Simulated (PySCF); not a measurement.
C2H3N3.

```xyz
8

C      0.0132     1.1146     0.0000
N      1.1501     0.3757     0.0000
C      0.6959    -0.8572     0.0000
N     -0.6515    -0.8410     0.0000
N     -1.1053     0.4143     0.0000
H      0.0062     2.2042     0.0000
H      1.2862    -1.7733     0.0000
H     -1.3001    -1.6188     0.0000
```
Charge 0, spin multiplicity 1.

Coordinates come from a PBE0-D3(BJ)/def2-SVP optimisation.

Level of theory: PBE/pcSseg-1 run with PySCF. Non-relativistic, no solvent.

Q: Give the absolute GIAO shielding of each atom: isotropic value and principal components (ppm). (Estimate from the structure and the level; the computed values follow.)

A: 
```tsv
atom	σ(iso)	σ11	σ22	σ33	span
C1	27.8	-51.7	35.7	99.5	151.2
N2	-24.6	-207.9	-102.6	236.6	444.6
C3	40.5	-31.1	38.8	113.9	145.0
N4	39.0	-77.1	74.5	119.7	196.9
N5	-57.6	-278.9	-76.6	182.5	461.5
H6	23.4	20.6	24.5	25.3	4.7
H7	23.4	21.0	23.4	25.8	4.8
H8	21.7	17.2	22.7	25.0	7.8
```
